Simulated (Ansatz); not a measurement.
OTe (SMILES O=[Te]), triplet, geometry from GFN2-xTB (core potentials on Te). Base run: R2SCAN/def2-SVP run with Ansatz (an electronic-structure program).

The Ansatz input:
Ansatz 0.2 input:
```yaml
crystal:
  periodic: [false, false, false]
  atoms:
    - {symbol: O, position_ang: [-0.00000000, -0.00000000, -1.56412833]}
    - {symbol: Te, position_ang: [0.00000000, 0.00000000, 0.24063513]}
basis:
  gaussian:
    orbitals: def2-SVP
hamiltonian:
  xc: r2scan
magnetization: {spin_polarized: true, initial_magnetization: 2}
```

The base run was repeated with changes; each row names its change, and settings that it needs were set with it.

```json
[
 {"change": "base", "basis functions": "40", "E (Eh)": "-343.18424"},
 {"change": "basis = STO-3G", "basis functions": "?", "E (Eh)": "?"},
 {"change": "basis = def2-SV(P)", "basis functions": "40", "E (Eh)": "-343.18424"},
 {"change": "basis = 3-21G", "basis functions": "?", "E (Eh)": "?"},
 {"change": "basis = def2-SVPD", "basis functions": "?", "E (Eh)": "?"},
 {"change": "basis = def2-TZVPP", "basis functions": "81", "E (Eh)": "-343.30542"},
 {"change": "basis = def2-TZVP", "basis functions": "81", "E (Eh)": "-343.30542"},
 {"change": "basis = def2-TZVPD", "basis functions": "99", "E (Eh)": "-343.30706"},
 {"change": "basis = def2-QZVP", "basis functions": "139", "E (Eh)": "-343.31333"},
 {"change": "basis = def2-QZVPP", "basis functions": "139", "E (Eh)": "-343.31333"}
]
```

**Question.** Complete the blanks.

**Answer.** 
- basis = STO-3G, basis functions: 32
- basis = STO-3G, E (Eh): -6623.52670
- basis = 3-21G, basis functions: 42
- basis = 3-21G, E (Eh): -6660.43975
- basis = def2-SVPD, basis functions: 58
- basis = def2-SVPD, E (Eh): -343.19754

Totals compare only among sets that treat the same electrons; sets with core potentials leave the core out.
